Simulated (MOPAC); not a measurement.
Input for MOPAC: PM6 on C2H6N2 (a complex), monomers drawn apart or pushed together.

```
PM6 1SCF PRECISE CHARGE=0 THREADS=1
C2H6N2

N     -0.47719724 1    -0.12635414 1    -0.24760665 1
N      0.60678946 1    -0.23257498 1    -0.30761590 1
C     -0.69783518 1     0.49807844 1     4.60936179 1
C      0.61378336 1    -0.26498473 1     4.44914233 1
H     -1.19095613 1     0.65025695 1     3.64736485 1
H     -0.53276212 1     1.48136587 1     5.05429231 1
H     -1.39468366 1    -0.04225062 1     5.25315324 1
H      0.45014330 1    -1.24795133 1     4.00293639 1
H      1.10322776 1    -0.41870737 1     5.41284754 1
H      1.31326065 1     0.27468386 1     3.80777082 1
```

Program output:

```
*******************************************************************************
 **                                                                           **
 **                              MOPAC v23.2.5                                **
 **                                                                           **
 *******************************************************************************
 ** MOPAC's Digital Object Identifier: https://doi.org/10.5281/zenodo.6511958 **
 **                                                                           **
 ** Please cite the open-source release paper for use of this MOPAC version:  **
 ** J. E. Moussa and J. J. P. Stewart (2026)                                  **
 ** MOPAC: An open-source semiempirical molecular orbital program             **
 ** J. Open Source Softw., 11(119), 8025, https://doi.org/10.21105/joss.08025 **
 *******************************************************************************

                              PM6 CALCULATION RESULTS

 *******************************************************************************
 *  PM6        - The PM6 Hamiltonian to be used
 *
 *
 *
 *                 CHARGE ON SYSTEM = 0
 *
 *
 *
 *  PRECISE    - TIGHTER CRITERIA TO BE USED
 *  1SCF       - DO 1 SCF AND THEN STOP
 *  THREADS=1  - MULTI-THREADING NOT USED
 *  T=         - A TIME OF 172800.0 SECONDS REQUESTED
 *  DUMP=N     - RESTART FILE WRITTEN EVERY 7200.0 SECONDS REQUESTED
 *******************************************************************************
PM6 1SCF PRECISE CHARGE=0 THREADS=1
 C2H6N2

   ATOM   CHEMICAL          X               Y               Z
  NUMBER   SYMBOL      (ANGSTROMS)     (ANGSTROMS)     (ANGSTROMS)

     1       N         -0.47719724  *  -0.12635414  *  -0.24760665  *
     2       N          0.60678946  *  -0.23257498  *  -0.30761590  *
     3       C         -0.69783518  *   0.49807844  *   4.60936179  *
     4       C          0.61378336  *  -0.26498473  *   4.44914233  *
     5       H         -1.19095613  *   0.65025695  *   3.64736485  *
     6       H         -0.53276212  *   1.48136587  *   5.05429231  *
     7       H         -1.39468366  *  -0.04225062  *   5.25315324  *
     8       H          0.45014330  *  -1.24795133  *   4.00293639  *
     9       H          1.10322776  *  -0.41870737  *   5.41284754  *
    10       H          1.31326065  *   0.27468386  *   3.80777082  *



          CARTESIAN COORDINATES

    NO.       ATOM           X           Y           Z

     1         N         -0.4772     -0.1264     -0.2476
     2         N          0.6068     -0.2326     -0.3076
     3         C         -0.6978      0.4981      4.6094
     4         C          0.6138     -0.2650      4.4491
     5         H         -1.1910      0.6503      3.6474
     6         H         -0.5328      1.4814      5.0543
     7         H         -1.3947     -0.0423      5.2532
     8         H          0.4501     -1.2480      4.0029
     9         H          1.1032     -0.4187      5.4128
    10         H          1.3133      0.2747      3.8078

 General Reference for PM6:
 "Optimization of Parameters for Semiempirical Methods V: Modification of NDDO Approximations
 and Application to 70 Elements", J. J. P. Stewart, J. Mol. Mod., 13, 1173-1213 (2007)
 URL: https://link.springer.com/article/10.1007/s00894-007-0233-4

           Empirical Formula: C2 H6 N2  =    10 atoms



      MOLECULAR POINT GROUP   :   C1


      RHF CALCULATION, NO. OF DOUBLY OCCUPIED LEVELS = 12


 -------------------------------------------------------------------------------
 PM6 1SCF PRECISE CHARGE=0 THREADS=1
 C2H6N2



     1SCF WAS SPECIFIED, SO BFGS WAS NOT USED
     SCF FIELD WAS ACHIEVED


                              PM6 CALCULATION
                                                       MOPAC v23.2.5 Linux




          FINAL HEAT OF FORMATION =         25.96543 KCAL/MOL =     108.63935 KJ/MOL


          COSMO AREA              =        127.85 SQUARE ANGSTROMS
          COSMO VOLUME            =        102.85 CUBIC ANGSTROMS

          IONIZATION POTENTIAL    =         11.999378 EV
          HOMO LUMO ENERGIES (EV) =        -11.999  0.206
          NO. OF FILLED LEVELS    =         12
          MOLECULAR WEIGHT        =         58.0828         POINT GROUP:  C1

          MOLECULAR DIMENSIONS (Angstroms)

            Atom       Atom       Distance
            H     7    N     2     5.91306
            H     9    N     1     3.43315
            H     8    H     6     2.58859


          SCF CALCULATIONS        =          1





   ATOM   CHEMICAL          X               Y               Z
  NUMBER   SYMBOL      (ANGSTROMS)     (ANGSTROMS)     (ANGSTROMS)

     1       N         -0.47719724  *  -0.12635414  *  -0.24760665  *
     2       N          0.60678946  *  -0.23257498  *  -0.30761590  *
     3       C         -0.69783518  *   0.49807844  *   4.60936179  *
     4       C          0.61378336  *  -0.26498473  *   4.44914233  *
     5       H         -1.19095613  *   0.65025695  *   3.64736485  *
     6       H         -0.53276212  *   1.48136587  *   5.05429231  *
     7       H         -1.39468366  *  -0.04225062  *   5.25315324  *
     8       H          0.45014330  *  -1.24795133  *   4.00293639  *
     9       H          1.10322776  *  -0.41870737  *   5.41284754  *
    10       H          1.31326065  *   0.27468386  *   3.80777082  *

                             CARTESIAN COORDINATES

   1    N       -0.477197240    -0.126354140    -0.247606650
   2    N        0.606789460    -0.232574980    -0.307615900
   3    C       -0.697835180     0.498078440     4.609361790
   4    C        0.613783360    -0.264984730     4.449142330
   5    H       -1.190956130     0.650256950     3.647364850
   6    H       -0.532762120     1.481365870     5.054292310
   7    H       -1.394683660    -0.042250620     5.253153240
   8    H        0.450143300    -1.247951330     4.002936390
   9    H        1.103227760    -0.418707370     5.412847540
  10    H        1.313260650     0.274683860     3.807770820


           Empirical Formula: C2 H6 N2  =    10 atoms



      MOLECULAR POINT GROUP   :   C1


                  EIGENVALUES
 -38.24556 -27.14043 -21.81314 -18.78303 -16.92942 -16.92788 -15.02357 -15.02019
 -13.10262 -12.69321 -12.00200 -11.99938   0.20623   0.20789   3.55513   4.49012
   5.71677   5.71721   6.22102   6.22142   6.91156   6.92793


              NET ATOMIC CHARGES AND DIPOLE CONTRIBUTIONS

  ATOM NO.   TYPE          CHARGE      No. of ELECS.   s-Pop       p-Pop
    1          N           0.000219        4.9998     1.78966     3.21012
    2          N          -0.000218        5.0002     1.78967     3.21055
    3          C          -0.423387        4.4234     1.07488     3.34851
    4          C          -0.423616        4.4236     1.07488     3.34874
    5          H           0.140781        0.8592     0.85922
    6          H           0.141471        0.8585     0.85853
    7          H           0.141699        0.8583     0.85830
    8          H           0.140451        0.8595     0.85955
    9          H           0.141920        0.8581     0.85808
   10          H           0.140679        0.8593     0.85932
 DIPOLE           X         Y         Z       TOTAL
 POINT-CHG.    -0.004     0.002     0.013     0.014
 HYBRID         0.001    -0.002     0.001     0.002
 SUM           -0.003     0.001     0.014     0.014


          ATOMIC ORBITAL ELECTRON POPULATIONS

     Atom    s        px        py        pz
    1  N   1.78966   1.20769   1.00192   1.00051
    2  N   1.78967   1.20772   1.00208   1.00075
    3  C   1.07488   1.05769   1.12836   1.16245
    4  C   1.07488   1.05826   1.12746   1.16302
    5  H   0.85922
    6  H   0.85853
    7  H   0.85830
    8  H   0.85955
    9  H   0.85808
   10  H   0.85932

 **********************
 *                    *
 * JOB ENDED NORMALLY *
 *                    *
 **********************




 == MOPAC DONE ==
```

The run finished.

Cost: roughly 0.020 core-seconds.
